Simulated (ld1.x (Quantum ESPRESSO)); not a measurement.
**Ranking TM potentials for H**

All share these settings but for the change named:

ld1.x (Quantum ESPRESSO) 7.5 input, shortened:

```
&input
   title='H', zed=1., rel=1, dft='REVPBE', iswitch=3,
   config='1s1'
 /
 &inputp
   pseudotype=2, tm=.true., lloc=0,
   nlcc=.false.
 /
1
1S  1  0   1.00   0.00  1.10  1.10  0.0
 &test
   configts(1)='1s1'
 /
```

Cutoff: the first of the cutoffs (Ry, on a coarse ladder) from which the occupation-weighted sum of valence levels, in a spherical-Bessel basis at the reference potential, stays within 10 and 1 mRy of its value at 400 Ry; the density cutoff is not measured.

The base gives 25 Ry.

Of 7 variants that were run, those that failed, showed a ghost or another fault, or gave nearly equal values are left out.

A variant can come out equal or close to the base.

(1) Rank these variants from softest to hardest (loose cutoff).
A. wave 1s (bound): rc 1.10 bohr becomes 1s (bound): rc 0.70 bohr
B. wave 1s (bound): rc 1.10 bohr becomes 1s (bound): rc 1.64 bohr
C. wave 1s (bound): rc 1.10 bohr becomes 1s (bound): rc 1.52 bohr
D. wave 1s (bound): rc 1.10 bohr becomes 1s (bound): rc 1.16 bohr
E. wave 1s (bound): rc 1.10 bohr becomes 1s (bound): rc 1.00 bohr

## Answers

(1) B (15 Ry), C (18 Ry), D (21 Ry), E (25 Ry), A (35 Ry).
